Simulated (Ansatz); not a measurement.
Input file for Ansatz (an electronic-structure program): R-SVWN5/def2-TZVPP on CH3FOSi (SMILES CO[Si]F), a point of a torsion scan.

Ansatz 0.2 input:
```yaml
crystal:
  periodic: [false, false, false]
  atoms:
    - {symbol: C, position_ang: [-0.85242196, -0.02241774, 0.12165194]}
    - {symbol: O, position_ang: [0.05227506, 1.04795895, 0.08463335]}
    - {symbol: Si, position_ang: [0.68949094, 1.98925986, -1.04934759]}
    - {symbol: F, position_ang: [0.06381618, 1.30175504, -2.40875944]}
    - {symbol: H, position_ang: [-0.68866038, -0.70410493, -0.71525265]}
    - {symbol: H, position_ang: [-1.87576330, 0.35699915, 0.07879994]}
    - {symbol: H, position_ang: [-0.70464449, -0.55814458, 1.06065696]}
basis:
  gaussian:
    orbitals: def2-TZVPP
hamiltonian:
  xc: {name: SVWN5}
scf: {lower_state_search: off}
```

Output:

```
WARN ansatz: RAYON_NUM_THREADS=1 ignored (pool sized by the plan → 1); use --threads N
Functional definition: SVWN5
these checks for a lower state are left out or cut short: stability, starts, cluster_reference, orbital_swaps, neighbouring_geometries, increment
integrals: 0.08 GiB planned
952 factors; their error is unknown
mean field: 0.60 GiB planned
mean field evaluation 1: about -13649.1885 eV, gradient 7.3e1 eV
mean field evaluation 2: about -13582.7245 eV, gradient 1.8e2 eV
mean field evaluation 4: about -13658.3820 eV, gradient 2.0e1 eV
mean field evaluation 8: about -13658.9715 eV, gradient 8.9e-2 eV
mean field evaluation 16: about -13658.9434 eV, gradient 2.6e-5 eV
mean field -13658.94340342 eV, -501.9569117113 hartree, gradient 2.1e-6 eV, S^2 0.000000; 0 other end points of the search recorded, 0 dependent functions left out
reference -13658.94343628 eV, -501.9569129189 hartree; 20, 20 occupied and 157, 157 virtual orbitals, 952 factors
Total energy: -13658.94343628 eV, -501.9569129189 hartree
Checks for a lower state left out: stability, starts, cluster_reference, orbital_swaps, neighbouring_geometries, increment
```

Self-consistency was reached.

Cost: very roughly 1.0 core-seconds.
